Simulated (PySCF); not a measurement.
# Excitation energy of W by level of theory

W [Xe] 4f14 5d4 6s2 (5D) → W [Xe] 4f14 5d3 6s2 7s1 (5F), as a difference of total energies. Calculation: PySCF 2.14, in aug-cc-pVDZ-PP with ECP60MDF (5s5p4d2f, 54 functions); scalar relativity through the core potential. Correlated levels: valence: 5s2 5p6 frozen. The calculations carry no spin-orbit coupling.

```json
{"method": "UHF", "excitation energy (eV)": "6.082"}
{"method": "LDA", "excitation energy (eV)": "7.036"}
{"method": "PBE", "excitation energy (eV)": "6.844"}
{"method": "PBE0", "excitation energy (eV)": "6.797"}
{"method": "r2SCAN", "excitation energy (eV)": "6.928"}
{"method": "M06-2X", "excitation energy (eV)": "6.783"}
{"method": "PBEsol", "excitation energy (eV)": "6.941"}
{"method": "wB97X-V", "excitation energy (eV)": "6.590"}
{"method": "TPSS", "excitation energy (eV)": "6.769"}
{"method": "MP2 (valence)", "excitation energy (eV)": "6.548"}
{"method": "SCS-MP2 (valence)", "excitation energy (eV)": "6.260"}
```

How much does correlation contribute at MP2 (valence)?

6.548 − (6.082) = 0.466 eV, measured against UHF.

The promoted electron is Rydberg-like, and one or two diffuse shells describe it only roughly, which tends to raise the upper state.
